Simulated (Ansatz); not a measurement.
Cartesian coordinates (Å):
SMILES: [SiH2][SiH3]
```xyz
7

Si     1.3311     0.0697    -0.3595
Si    -0.9652    -0.0496    -0.0205
H      2.0897    -1.1136     0.1304
H      1.9636     1.3208     0.1407
H     -1.3323    -0.0747     1.4232
H     -1.6085     1.1330    -0.6514
H     -1.4856    -1.2856    -0.6621
```
Charge 0, spin multiplicity 2.

Level of theory: frozen-core CCSD(T)/cc-pVTZ // PBE0-D3(BJ)/def2-TZVP (Ansatz, a quantum-chemistry and plane-wave program).

- HF energy = -580.75465 Ha
- MP2 correlation energy = -0.23821 Ha

### Question
Estimate the CCSD correlation energy, the (T) correction, the total energy and the T1 diagnostic.

### Answer

- CCSD correlation energy: -0.28512 Ha
- (T) correction: -0.00902 Ha
- CCSD(T) total energy: -581.04880 Ha
- T1 diagnostic: 0.015
